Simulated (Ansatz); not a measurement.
Cost and result for the atomization energy of `[OH][Ga]([OH])[SH]` (7 atoms, 6 bonds).

Charge 0, multiplicity 1. Correlated methods include outer-core shells of Ga, which these sets cover unevenly. Scalar relativity is left out up to krypton. All single points use the PBE0-D4/def2-TZVP geometry. It is one conformer, not always the lowest. Program: Ansatz. Hardware: A = 2 threads of an AMD EPYC 7R13 on a shared host; B = 2 threads of an AMD EPYC 7R13 on a shared host and a share of an NVIDIA H100 80 GB. Times are those of one run each, without the atoms' runs, and a repeat can differ threefold. Electronic energies, without spin–orbit coupling; frozen cores. CCSD(T)/CBS adds CCSD(T) − MP2 in def2-TZVPP to the MP2 limit, and its time is that of the two runs behind it. T1 = 0.014. With those shells the extrapolation isn't a true limit. B3LYP takes the VWN-RPA correlation (the form of Gaussian; ORCA's B3LYP/G).

CCSD(T)/CBS is a level of theory with its own doubt, some kJ/mol a heavy atom from the limit and from the frozen cores, so smaller differences don't rank the functionals.

```
                                 level  functions  wall time
   PBE-D4/def2-TZVPP (with forces) [A]        194      4.4 s
                PBE0-D4/def2-TZVPP [A]        194      4.5 s
r2SCAN-D4/def2-TZVPP (with forces) [A]        194      6.5 s
 B3LYP-D4/def2-TZVPP (with forces) [A]        194        7 s
                 B2PLYP/def2-TZVPP [A]        194      7.5 s
                CCSD(T)/def2-TZVPP [B]        194        9 s
  ωB97M-V/def2-TZVPP (with forces) [A]        194       13 s
                ωB97X-V/def2-TZVPP [A]        194       16 s
                CCSD(T)/def2-QZVPP [B]        363       28 s
                     CCSD(T)/CBS(def2)          –       37 s
```

Question: What atomization energy does each give, and how far from CCSD(T)/CBS? (Estimate.)

Answer: Ansatz gave: 
| level | atomization (kJ/mol) | difference from CCSD(T)/CBS | per bond |
| --- | --- | --- | --- |
| PBE-D4/def2-TZVPP (with forces) [A] | 2360.7 | 11.6 | 1.9 |
| PBE0-D4/def2-TZVPP [A] | 2291.1 | -58.0 | -9.7 |
| r2SCAN-D4/def2-TZVPP (with forces) [A] | 2336.7 | -12.4 | -2.1 |
| B3LYP-D4/def2-TZVPP (with forces) [A] | 2287.0 | -62.1 | -10.3 |
| B2PLYP/def2-TZVPP [A] | 2288.8 | -60.3 | -10.1 |
| CCSD(T)/def2-TZVPP [B] | 2278.8 | -70.3 | -11.7 |
| ωB97M-V/def2-TZVPP (with forces) [A] | 2323.7 | -25.4 | -4.2 |
| ωB97X-V/def2-TZVPP [A] | 2332.6 | -16.5 | -2.8 |
| CCSD(T)/def2-QZVPP [B] | 2326.1 | -23.0 | -3.8 |
| CCSD(T)/CBS(def2) | 2349.1 | 0.0 | 0.0 |

The D4 term adds +22.8 kJ/mol with B3LYP and +11.9 kJ/mol with PBE0; it sums over pairs of atoms, weighted by their polarisabilities, and B3LYP, whose exchange is more repulsive, gets the larger term. In def2-TZVPP, CCSD(T) changes the Hartree–Fock value by +735.4 kJ/mol (the triples alone add +48.6 kJ/mol) and MP2 by +813.9 kJ/mol; breaking electron pairs costs correlation energy, which Hartree–Fock lacks. From PBE to PBE0 (25 % exact exchange), in def2-TZVPP and without D4, the atomization energy moves by −67.5 kJ/mol: exact exchange takes away binding that semilocal exchange gives to molecules.
